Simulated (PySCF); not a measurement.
# Running PySCF for RbI

Input:

```python
from pyscf import gto, scf, mp

mol = gto.M(
    atom='Rb 0 0 0; I 0 0 3.134',
    basis='sbkjc',
    ecp={'Rb': 'sbkjc', 'I': 'sbkjc'},
    charge=0,
    spin=0,
    verbose=4,
)
mf = scf.RHF(mol)
mf.kernel()
mp.MP2(mf).kernel()
mf.dip_moment()
print('orbital energies (hartree):', mf.mo_energy[..., max(0, mol.nelec[1]-3):mol.nelec[0]+3].round(4))
```

```bash
$ OMP_NUM_THREADS=1 python input.py
```

It prints (some set-up lines and the per-cycle HOMO/LUMO lines with their warnings removed):

```
PySCF version 2.14.0

[INPUT] verbose = 4
[INPUT] num. atoms = 2
[INPUT] num. electrons = 8
[INPUT] charge = 0
[INPUT] spin (= nelec alpha-beta = 2S) = 0
[INPUT] symmetry False subgroup None
[INPUT] Mole.unit = angstrom
[INPUT] Symbol           X                Y                Z      unit          X                Y                Z       unit  Magmom
[INPUT]  1 Rb     0.000000000000   0.000000000000   0.000000000000 AA    0.000000000000   0.000000000000   0.000000000000 Bohr   0.0
[INPUT]  2 I      0.000000000000   0.000000000000   3.134000000000 AA    0.000000000000   0.000000000000   5.922401674387 Bohr   0.0

nuclear repulsion = 1.18195292802808
number of shells = 8
number of NR pGTOs = 36
number of NR cGTOs = 16
basis = sbkjc
ecp = {'Rb': 'sbkjc', 'I': 'sbkjc'}

******** <class 'pyscf.scf.hf.RHF'> ********
method = RHF
initial guess = minao
damping factor = 0
level_shift factor = 0
DIIS = <class 'pyscf.scf.diis.CDIIS'>
diis_start_cycle = 1
diis_space = 8
diis_damp = 0
SCF conv_tol = 1e-09
SCF conv_tol_grad = None
SCF max_cycles = 50
direct_scf = True
direct_scf_tol = 1e-13
Set gradient conv threshold to 3.16228e-05
Initial guess from minao.
init E= -10.9714818139204
cycle= 1 E= -11.4306088712532  delta_E= -0.459  |g|= 0.157  |ddm|=  1.9
cycle= 2 E= -11.4453683715494  delta_E= -0.0148  |g|= 0.0209  |ddm|= 0.442
cycle= 3 E= -11.4456375206997  delta_E= -0.000269  |g|= 0.00349  |ddm|= 0.0553
cycle= 4 E= -11.4456658401703  delta_E= -2.83e-05  |g|= 0.000804  |ddm|= 0.0174
cycle= 5 E= -11.4456674304151  delta_E= -1.59e-06  |g|= 0.000118  |ddm|= 0.00431
cycle= 6 E= -11.4456674552589  delta_E= -2.48e-08  |g|= 1.94e-05  |ddm|= 0.000784
cycle= 7 E= -11.4456674559186  delta_E= -6.6e-10  |g|= 3.07e-06  |ddm|= 0.000112
Extra cycle  E= -11.4456674559277  delta_E= -9.16e-12  |g|= 7.17e-07  |ddm|= 1.11e-05
converged SCF energy = -11.4456674559277

******** <class 'pyscf.mp.mp2.RMP2'> ********
nocc = 4, nmo = 16
E(RMP2) = -11.4611265318589  E_corr = -0.0154590759312282
E(SCS-RMP2) = -11.461275012426  E_corr = -0.0156075564982869
E_corr(same-spin) = -0.00339615532983115
E_corr(oppo-spin) = -0.0120629206013971
Dipole moment(X, Y, Z, Debye): -0.00000, -0.00000, -14.18324
orbital energies (hartree): [-0.2834 -0.2722 -0.2722 -0.0189  0.0197  0.0197]
```

In short: E(SCF) = -11.445667 Eh, 7 cycles, E(MP2) − E(SCF) = -0.01546 Eh, μz(SCF) = -14.18 D.

It ran on Arm Neoverse V1 (1 thread, shared host) in 0.74 s.

Stability towards an unrestricted solution was not tested. The bond length is a typed value, not an optimised one.
